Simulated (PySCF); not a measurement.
Several structures and their simulated spectra, in scrambled order.

A. SMILES FC(/C(CCF)=C/O[SiH3])(F)F
B. `C#CC/C=C/C1CC1`
C. `O=C1CCOCC1`

Spectrum 1. ¹H NMR (400 MHz, computed): δ 4.10 (m, 4H), 2.33 (m, 4H). ¹³C{¹H} NMR (computed): δ 210.0 (C), 73.5 (CH2), 47.7 (CH2).

Spectrum 2. ¹H NMR (400 MHz, computed): δ 7.19 (m, 1H), 5.09 (s, 3H), 4.76 (m, 2H), 2.71 (m, 2H). ¹³C{¹H} NMR (computed): δ 153.2 (CH), 134.1 (C), 124.1 (C), 87.6 (CH2), 30.1 (CH2).

Spectrum 3. ¹H NMR (400 MHz, computed): δ 5.84 (m, 1H), 4.96 (m, 1H), 3.00 (m, 2H), 1.45 (t, 1H), 1.33 (m, 1H), 0.74 (m, 2H), 0.27 (m, 2H). ¹³C{¹H} NMR (computed): δ 145.0 (CH), 130.9 (CH), 87.0 (C), 75.5 (CH), 26.6 (CH2), 18.6 (CH), 9.0 (CH2).

[PySCF 2.14: GIAO PBE0/pcSseg-1 shieldings; spin–spin couplings from B3LYP/pcJ-1 (spin–dipole term left out of most H,H and C,H couplings); GFN2-xTB geometry; one computed conformer; non-relativistic; equivalent nuclei averaged; in vacuum]

Referencing at the same level of theory: ¹H (σ = 31.72 ppm) and ¹³C (σ = 186.93 ppm) vs TMS. Multiplet labels drop J under 1 Hz and among equivalent protons, and merge close values. Unscaled 3J(H,H) run several per cent high. Splittings of carbon signals by F and P are missing where no couplings were computed. Where no couplings were computed, multiplicities follow the n + 1 count of equivalent neighbours, and m marks all less simple cases (inequivalent or close neighbours, rings, F or P nearby). Shifts are as computed. Against solution values, carbons near 30 ppm lie about +3 ppm off and those near 130 ppm about +5 ppm. Of 1211 compounds with measured shifts, 218 miss one by over three times the rms of a fit or turn the order of signals round; such compounds aren't used in these exercises.

**Question.** Match each spectrum to its structure.

**Answer.** 1–C, 2–A, 3–B.

- Spectrum 1 (C): 3 ¹³C signals; δC 210.0 is a ketone carbonyl carbon; δC 73.5 is an sp3 CH2 bonded to O.
- Spectrum 2 (A): 5 ¹³C signals; δC 153.2 is an alkene carbon bearing oxygen; δC 134.1 is a CF3 carbon.
- Spectrum 3 (B): 7 ¹³C signals; δC 145.0 is an alkene CH; δC 130.9 is an alkene CH.
